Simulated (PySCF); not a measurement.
C4H5BCl2.
Bonds: C1–C2, C2–C3 (triple), C3–C4, C4–B5, B5–Cl6, B5–Cl7. Hydrogens: H8, H9, H10 on C1; H11, H12 on C4.

Method used: PBE0-D3(BJ)/def2-SVP geometry optimisation, gas phase in PySCF.

(1) What internal coordinates does the optimisation give?

Results:

(1) 
```
                bond  length (bohr)
               C1–C2          2.747
               C2≡C3          2.290
               C3–C4          2.744
               C4–B5          2.973
              B5–Cl6          3.315
              B5–Cl7          3.293
C1–H8, C1–H9, C1–H10          2.081
      C4–H11, C4–H12          2.092
```

Bonds in one row agree within 0.02 bohr and their mean is given. A selection of angles:
```
     angle  degrees
  C2–C1–H8    111.4
  H8–C1–H9    107.7
  C1–C2–C3    179.7
  C2–C3–C4    178.7
  C3–C4–B5    116.8
 C3–C4–H11    111.2
 B5–C4–H11    107.0
 B5–C4–H12    106.0
H11–C4–H12    103.9
 C4–B5–Cl6    118.6
 C4–B5–Cl7    122.8
Cl6–B5–Cl7    118.6
```

Dihedral angles: C3–C4–B5–Cl6 177° (antiperiplanar). The mirror-image conformer, all signs reversed, is as good.

B5 (three-coordinate boron) is planar (angles 122.8°, 118.6° and 118.6°, sum 360.0°, 0.00 Å off the plane of its three neighbours). The C–C distances run from 1.212 Å (C2≡C3, drawn triple) to 1.454 Å (C1–C2, drawn single), a spread of 0.242 Å.

Not checked by PBE0-D3(BJ)/def2-SVP frequencies. One conformer, not necessarily the lowest.
